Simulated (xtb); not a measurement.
H2B (SMILES [BH2]), doublet, at a GFN2-xTB geometry, atoms displaced at random by about 0.02 Å a coordinate; GFN2-xTB (xtb).

xtb was given this input:
```
$ xtb mol.xyz --gfn 2 --uhf 1 --opt --json

# file mol.xyz
3

B      0.01353130     0.13182682     0.02295622
H     -1.08117868    -0.33371107    -0.01339090
H      1.02038844    -0.38501407    -0.01083309
```

What the program printed (banner, timings and long lists left out):

```
   ID    Z sym.   atoms
    1    5 B      1
    2    1 H      2, 3

           -------------------------------------------------
          |                Calculation Setup                |
           -------------------------------------------------

           -------------------------------------------------
          |                 G F N 2 - x T B                 |
           -------------------------------------------------

          ...................................................
          :                      SETUP                      :
          :.................................................:
          :  # basis functions                   6          :
          :  # atomic orbitals                   6          :
          :  # shells                            4          :
          :  # electrons                         5          :
          :  max. iterations                   250          :
          :  Hamiltonian                  GFN2-xTB          :
          :  restarted?                      false          :
          :  GBSA solvation                  false          :
          :  PC potential                    false          :
          :  electronic temp.          300.0000000     K    :
          :  accuracy                    1.0000000          :
          :  -> integral cutoff          0.2500000E+02      :
          :  -> integral neglect         0.1000000E-07      :
          :  -> SCF convergence          0.1000000E-05 Eh   :
          :  -> wf. convergence          0.1000000E-03 e    :
          :  Broyden damping             0.4000000          :
          :  net charge                          0          :
          :  unpaired electrons                  1          :
          ...................................................

 iter      E             dE          RMSdq      gap      omega  full diag
   1     -2.1069701 -0.210697E+01  0.158E+01    0.44       0.0  T
   2     -2.1476850 -0.407150E-01  0.105E+01    0.45       1.0  T
   3     -2.1469030  0.782081E-03  0.234E+00    0.75       1.0  T
   4     -2.1530150 -0.611202E-02  0.112E+00    0.69       1.0  T
   5     -2.1548055 -0.179053E-02  0.328E-01    0.74       1.0  T
   6     -2.1549054 -0.999099E-04  0.168E-01    0.73       1.0  T
   7     -2.1549537 -0.483197E-04  0.741E-03    0.73       7.8  T
   8     -2.1549537  0.312652E-07  0.519E-03    0.73      11.1  T
   9     -2.1549537 -0.257830E-07  0.223E-03    0.73      25.9  T
  10     -2.1549537 -0.735512E-08  0.360E-04    0.73     160.4  T
  11     -2.1549537 -0.168107E-09  0.164E-04    0.73     351.0  T

   *** convergence criteria satisfied after 11 iterations ***

         :::::::::::::::::::::::::::::::::::::::::::::::::::::
         ::                     SUMMARY                     ::
         :::::::::::::::::::::::::::::::::::::::::::::::::::::
         :: total energy              -2.129214771402 Eh    ::
         :: gradient norm              0.031856667714 Eh/a0 ::
         :: HOMO-LUMO gap              0.728996749706 eV    ::
         ::.................................................::
         :: SCC energy                -2.154953734477 Eh    ::
         :: -> isotropic ES            0.012199322563 Eh    ::
         :: -> anisotropic ES          0.002395091011 Eh    ::
         :: -> anisotropic XC          0.000125016123 Eh    ::
         :: -> dispersion             -0.000434171896 Eh    ::
         :: repulsion energy           0.025738963075 Eh    ::
         :: add. restraining           0.000000000000 Eh    ::
         :: total charge              -0.000000000000 e     ::
         :::::::::::::::::::::::::::::::::::::::::::::::::::::

      -----------------------------------------------------------
     |                   =====================                   |
     |                        A N C O P T                        |
     |                   =====================                   |
[...]
 * total energy  :    -2.1292148 Eh     change       -0.3769474E-10 Eh
 * total energy  :    -2.1299395 Eh     change       -0.7247468E-03 Eh
 * total energy  :    -2.1299910 Eh     change       -0.5151659E-04 Eh
 * total energy  :    -2.1299915 Eh     change       -0.4267787E-06 Eh
   *** GEOMETRY OPTIMIZATION CONVERGED AFTER 4 ITERATIONS ***
[...]

   *** convergence criteria satisfied after 3 iterations ***

         :::::::::::::::::::::::::::::::::::::::::::::::::::::
         ::                     SUMMARY                     ::
         :::::::::::::::::::::::::::::::::::::::::::::::::::::
         :: total energy              -2.129991461586 Eh    ::
         :: gradient norm              0.000095844179 Eh/a0 ::
         :: HOMO-LUMO gap              0.749951420209 eV    ::
         ::.................................................::
         :: SCC energy                -2.155433176816 Eh    ::
         :: -> isotropic ES            0.012196053120 Eh    ::
         :: -> anisotropic ES          0.002365651390 Eh    ::
         :: -> anisotropic XC          0.000091947283 Eh    ::
         :: -> dispersion             -0.000434657275 Eh    ::
         :: repulsion energy           0.025441715230 Eh    ::
         :: add. restraining           0.000000000000 Eh    ::
         :: total charge               0.000000000000 e     ::
         :::::::::::::::::::::::::::::::::::::::::::::::::::::

           -------------------------------------------------
          |                Property Printout                |
           -------------------------------------------------

    * Orbital Energies and Occupations

         #    Occupation            Energy/Eh            Energy/eV
      -------------------------------------------------------------
         1        2.0000           -0.4836154             -13.1598
         2        2.0000           -0.4389040             -11.9432
         3        1.0000           -0.2918282              -7.9411 (HOMO)
         4        0.0000           -0.2642680              -7.1911 (LUMO)
         5                          0.3297668               8.9734
         6                          0.4047959              11.0151
      -------------------------------------------------------------
                  HL-Gap            0.0275602 Eh            0.7500 eV
             Fermi-level           -0.3217071 Eh           -8.7541 eV

     #   Z          covCN         q      C6AA      α(0)
     1   5 B        1.884     0.192    38.059    12.990
     2   1 H        0.942    -0.096     5.417     3.639
     3   1 H        0.942    -0.096     5.416     3.638

 Mol. C6AA /au·bohr⁶  :        115.959768
 Mol. C8AA /au·bohr⁸  :       3012.616696
 Mol. α(0) /au        :         20.266631

Wiberg/Mayer (AO) data.
largest (>0.10) Wiberg bond orders for each atom

 ---------------------------------------------------------------------------
     #   Z sym  total        # sym  WBO       # sym  WBO       # sym  WBO
 ---------------------------------------------------------------------------
     1   5 B    1.978 --     3 H    0.989     2 H    0.989
     2   1 H    0.991 --     1 B    0.989
     3   1 H    0.991 --     1 B    0.989
 ---------------------------------------------------------------------------

Topologies differ in total number of bonds
Writing topology from bond orders to xtbtopo.mol

molecular dipole:
                 x           y           z       tot (Debye)
 q only:        0.005       0.183       0.013
   full:       -0.000      -0.014      -0.001       0.035
molecular quadrupole (traceless):
                xx          xy          yy          xz          yz          zz
 q only:       -0.708       0.024       0.295      -0.001      -0.001       0.412
  q+dip:        0.401      -0.013      -0.065       0.001       0.019      -0.336
   full:       -1.085       0.020      -0.423      -0.006      -0.138       1.508

optimized geometry written to: xtbopt.xyz

           -------------------------------------------------
          | TOTAL ENERGY               -2.129991461586 Eh   |
          | GRADIENT NORM               0.000095844179 Eh/α |
          | HOMO-LUMO GAP               0.749951420209 eV   |
           -------------------------------------------------

normal termination of xtb
```
